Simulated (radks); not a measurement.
All-electron atom: the sulfur ion S+ in [Ne] 3p5 (not the ground configuration).

Method: non-relativistic Kohn-Sham, BLYP, spin-polarised, spherical densities, point nucleus; open shells are filled with parallel spins first; computed with a radial shooting solver on a logarithmic mesh with Libxc functionals.

Energy parts (eV):
part                      energy
total                 -10799.879
kinetic                10787.183
electron-nucleus      -25508.881
Hartree                 4606.641
exchange-correlation    -684.822

Orbitals (lengths in bohr, moments of r in powers of bohr):
orbital  occ.  eigenvalue (eV)      <r>
1s up       1        -2413.624  0.09729
1s down     1        -2413.459  0.09729
2s up       1        -224.6380   0.4812
2s down     1        -224.4807   0.4812
2p up       3        -170.9309   0.4429
2p down     3        -170.7116   0.4428
3p up       3         -18.1903    1.848
3p down     2         -17.1890    1.874

The highest occupied level is 3p down at -17.189 eV. Spin moment in Bohr magnetons: 1. Summed over all electrons, <r^2> = 22.40 bohr^2, which gives a Langevin (diamagnetic) susceptibility term of -17.7 x 10^-6 cm^3/mol. The density falls to 0.001 e/bohr^3 at r = 3.81 bohr. Virial ratio -V/T = 2.00118. The electron density at the nucleus is 2658 e/bohr^3.
